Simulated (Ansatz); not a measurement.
## AlCl2H3O4Si: where a starting geometry ends

The starting geometry of this gas-phase singlet was optimised with GFN2-xTB; its bonds are those of `O[Si](O)(O)[O][Al]([Cl])[Cl]`.

```csv
atom,x (Å),y (Å),z (Å)
Al,-0.8546,1.3356,1.0663
Cl,-0.8233,2.6159,2.6348
Cl,-2.0535,-0.2848,0.8745
O,1.3059,0.7116,-2.4177
O,0.8090,3.2881,-2.1730
O,2.7368,2.1742,-0.7470
O,0.2020,1.6429,-0.1784
Si,1.2702,1.9551,-1.3870
H,1.6632,-0.1241,-2.1307
H,0.0658,3.2438,-2.7677
H,2.9041,2.9543,-0.2255
```

**Question.** Predict what becomes of its bonds when it is optimised with PBE0-D4/def2-SVP.

**Answer.** New bonds form, giving a structure given below by its coordinates. Contacts that close: Al1–O6 (4.11 → 1.95 Å), Al1–Si8 (3.30 → 2.61 Å).

The energy falls by 0.80 eV over 50 steps:

| step | E − E(last) (eV) |
| --- | --- |
| 1 | 0.797 |
| 6 | 0.652 |
| 12 | 0.642 |
| 17 | 0.624 |
| 23 | 0.583 |
| 28 | 0.578 |
| 34 | 0.561 |
| 39 | 0.041 |
| 45 | 0.001 |
| 50 | 0.000 |

Final geometry (Å):

```yaml
atoms:
  - { symbol: Al, position_ang: [-0.2863, 1.4350, 0.8301] }
  - { symbol: Cl, position_ang: [-0.8844, 3.0183, 2.0754] }
  - { symbol: Cl, position_ang: [-0.2076, -0.4926, 1.6682] }
  - { symbol: O, position_ang: [1.4479, 0.8843, -2.5545] }
  - { symbol: O, position_ang: [1.0397, 3.4414, -2.0501] }
  - { symbol: O, position_ang: [1.4614, 1.8773, 0.0892] }
  - { symbol: O, position_ang: [-0.6831, 1.5131, -0.9024] }
  - { symbol: Si, position_ang: [0.7549, 1.9315, -1.5091] }
  - { symbol: H, position_ang: [1.1534, -0.0313, -2.5059] }
  - { symbol: H, position_ang: [1.2099, 3.5503, -2.9903] }
  - { symbol: H, position_ang: [2.2200, 2.3852, 0.3979] }
```

No frequencies were run, so the end isn't proven a minimum. Run with Ansatz 0.2.0, 2.8 min on 2 threads of Intel(R) Xeon(R) 6975P-C (Granite Rapids), on a shared host.
